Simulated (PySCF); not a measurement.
SiF₄: double against triple zeta

Base calculation in PySCF with density fitting and no spin–orbit coupling, PBE0/def2-SVP (no relativity): singlet, Td, Si–F 1.586 Å (×4); wavenumbers 257 (×2), 381 (×3), 787, 1045 (×3) cm⁻¹; gap between the highest occupied and lowest empty levels 12.98 eV, polar-tensor charge of Si 2.37 e, atomisation energy (no zero-point energy) 2245 kJ/mol.

What changes on going to PBE0/def2-TZVP (no relativity)?

The point group stays the same. Changes: mean bond to Si -0.024 Å, highest wavenumber -9 cm⁻¹, lowest wavenumber +5 cm⁻¹, gap between the highest occupied and lowest empty levels +0.32 eV, polar-tensor charge of Si 0.00 e, atomisation energy (no zero-point energy) +72 kJ/mol. The new structure has Si–F 1.562 Å (×4), with wavenumbers 262 (×2), 386 (×3), 796, 1036 (×3) cm⁻¹. The larger basis shortens the bonds, as added polarisation functions usually do.

The structures come from searches over a few start shapes, so lower isomers are not excluded.
